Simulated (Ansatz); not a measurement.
`B[C@@H](F)[Si@@H](N)F` → `BC(F)F` + `N[SiH]` at 400 K and 1 bar (silylene formation by 1,1-elimination).

Program: Ansatz. Geometries: PBE0-D4/def2-TZVP. ΔE: electronic, gas phase. CCSD(T)/CBS adds triple-zeta CCSD(T) − MP2 to the extrapolated MP2 energy (def2 sets, frozen cores). This one scheme is used for every species. Each species was taken in one conformer, which may not be the lowest.

```csv
species,CCSD(T)/CBS energy (Eh),H − E (kJ/mol),S (J/(mol·K))
`B[C@@H](F)[Si@@H](N)F`,-609.90189,245.1,413.2
`BC(F)F`,-264.18920,133.1,310.4
`N[SiH]`,-345.56329,104.6,261.0
```

H − E and S are ideal-gas, rigid-rotor, harmonic terms from PBE0-D4/def2-TZVP, for one conformer and one mirror image of each species. 1 Eh = 2625.50 kJ/mol, R = 8.31446 J/(mol·K).

Question: By hand: ΔE, ΔH, ΔS and ΔG.

Answer: ΔE = (-264.18920) + (-345.56329) − (-609.90189) = 0.14940 Eh = 392.2 kJ/mol. Δ(H − E) = 133.1 + 104.6 − 245.1 = -7.4, so ΔH = 384.8 kJ/mol. ΔS = 310.4 + 261.0 − 413.2 = 158.2 J/(mol·K). ΔG = 384.8 − 400 × (158.2)/1000 = 321.5 kJ/mol.

Question: By hand: the equilibrium constant, and the temperature at which ΔG would vanish if ΔH and ΔS stayed fixed.

Answer: log₁₀ K = −ΔG/(RT ln 10) = -42.0. ΔG = 0 at ΔH/ΔS = 2432 K.

The number of gas molecules changes by +1, which sets the sign of ΔS. A doubt of 5 kJ/mol in ΔE shifts log₁₀ K by 0.7 here. Other conformers and mirror images would add mixing entropy, several J/(mol·K) or more a flexible species. Modes under 60 cm⁻¹, often nearly free rotors, make the harmonic entropy too high. These are equilibria of isolated gas molecules and say nothing of rates. Largest T1 diagnostic: 0.015 (customary marks: 0.02 for closed shells, 0.045 for open ones).
